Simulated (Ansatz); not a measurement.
```xyz
12

N    -0.5445    2.2865   -0.4349
Si   -0.7341    0.5917   -0.6330
C     0.7075   -0.4891   -0.1421
O     0.9895   -0.4712    1.3332
Si    0.5152   -1.9872    0.8562
H    -0.4582    2.6672    0.4943
H     0.0186    2.8079   -1.0874
H    -0.9957    0.3366   -2.0754
H    -1.8802    0.1661    0.2128
H     1.6311   -0.4062   -0.7198
H    -0.8037   -2.4632    1.3241
H     1.5546   -3.0391    0.8721
```

Total charge 0; spin multiplicity 1.

Question: List the r2SCAN/def2-TZVPP orbital energies in eV (Ansatz). (An estimate is asked.)

Answer: Ansatz gave: Occupied: -1791.58, -1790.90, -515.83, -384.73, -273.90, -142.01, -141.31, -96.91, -96.86, -96.83, -96.18, -96.17, -96.15, -26.52, -22.14, -16.68, -13.58, -13.27, -12.48, -11.43, -10.59, -9.92, -9.33, -8.73, -8.36, -7.09, -6.76, -5.98. Lowest empty: -1.09, -0.06, 0.68, 0.89, 1.50, 1.92, 2.06, 2.21.
